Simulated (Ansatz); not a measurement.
A thermochemical cycle in electronic energies (no zero-point or thermal terms), species as SMILES, kcal/mol. Each molecule is optimised on its own at B3LYP-D3(BJ)/def2-TZVP (Ansatz, an electronic-structure program), one conformer each, not searched for the lowest. Correlated levels leave the core frozen unless marked. UHF or UKS for open shells. Spin-orbit coupling is left out. No relativistic terms. CBS marks a two-point X^-3 extrapolation of the correlation energy; Hartree-Fock from the larger set. Anions need diffuse functions, of which def2-TZVPD holds fewer than the aug- sets.

```json
[
 {"step": "bond energy D: N[SiH](N)N → [NH][SiH](N)N + H atom", "CCSD(T)/CBS(aug-cc-pV(T+d)Z,aug-cc-pV(Q+d)Z) (Ansatz)": "120.7", "B3LYP-D3(BJ)/def2-TZVPD (Ansatz + dftd3)": "116.9"},
 {"step": "electron affinity EA, positive where the anion is bound: [NH][SiH](N)N + e- → [NH-][SiH](N)N", "CCSD(T)/CBS(aug-cc-pV(T+d)Z,aug-cc-pV(Q+d)Z) (Ansatz)": "46.0", "B3LYP-D3(BJ)/def2-TZVPD (Ansatz + dftd3)": "42.6"},
 {"step": "ionisation of the H atom at the same level, IE", "CCSD(T)/CBS(aug-cc-pV(T+d)Z,aug-cc-pV(Q+d)Z) (Ansatz)": "313.7", "B3LYP-D3(BJ)/def2-TZVPD (Ansatz + dftd3)": "315.1"}
]
```

### Question
Find the deprotonation energy A: N[SiH](N)N → [NH-][SiH](N)N + H+.

### Answer
Breaking the bond, ionising the H atom and attaching the electron to the radical add up to the deprotonation, A = D + IE - EA. At CCSD(T)/CBS(aug-cc-pV(T+d)Z,aug-cc-pV(Q+d)Z): A = D + IE - EA = 120.7 + 313.7 - 46.0 = 388.4. At B3LYP-D3(BJ)/def2-TZVPD: A = D + IE - EA = 116.9 + 315.1 - 42.6 = 389.4. The functional differs from the first level by -3.8 in D, -3.4 in EA and +1.0 in A; for EA and A the gap mixes functional and basis. The site is the one shown; other sites or isomers of the anion may lie lower.
